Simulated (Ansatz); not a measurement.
Isolated molecules relaxed with PBE0-D4/def2-TZVP in Ansatz; ΔE leaves out vibrations. CCSD(T)/CBS is the MP2 limit (def2-TZVPP, def2-QZVPP) plus CCSD(T) − MP2 in def2-TZVPP, frozen cores. This one scheme is used for every species, atoms too. Functionals use def2-TZVPP. B3LYP here is the variant with VWN-RPA as its local correlation; programs differ in this. Open shells (•) are unrestricted, without spin–orbit coupling. Spin–orbit coupling would lower the free atoms: clearly for Ge. Bonds to Ge are less sure, by a few kJ/mol each and by 10 to 20 or more in all where they break to atoms, as the def2 sets lack core-valence functions. Scalar relativity is left out up to krypton.

Reaction (atomization): `[NH2][GeH3]` → Ge• + 5 H• + N•

```csv
level,ΔE (kJ/mol)
B3LYP-D4,2006.7
ωB97M-V,2001.3
```

Task: What does CCSD(T)/CBS give? (Best estimate.)

Result: Computed: +2016.3 kJ/mol. The listed levels differ from it by -9.6, -15.0 kJ/mol.

Largest T1 diagnostic among the species: 0.011.

At CCSD(T), def2-SVP lies −155.8 kJ/mol from the extrapolated value and def2-TZVPP −48.8 kJ/mol: correlation converges slowly with the basis, and small sets miss more of it in the bonded molecule than in its fragments. The D4 term adds +13.5 kJ/mol with B3LYP and +6.9 kJ/mol with PBE0; it sums over pairs of atoms, weighted by their polarisabilities, and B3LYP, whose exchange is more repulsive, gets the larger term. In def2-TZVPP, CCSD(T) changes the Hartree–Fock value by +574.6 kJ/mol (the triples alone add +22.9 kJ/mol) and MP2 by +555.8 kJ/mol; breaking electron pairs costs correlation energy, which Hartree–Fock lacks.

For atomizations the MP2-based limit and the directly extrapolated one differ by several kJ/mol either way, and by 10 to 25 for some Ge, Se and Sn compounds, so smaller differences from it don't rank the levels.
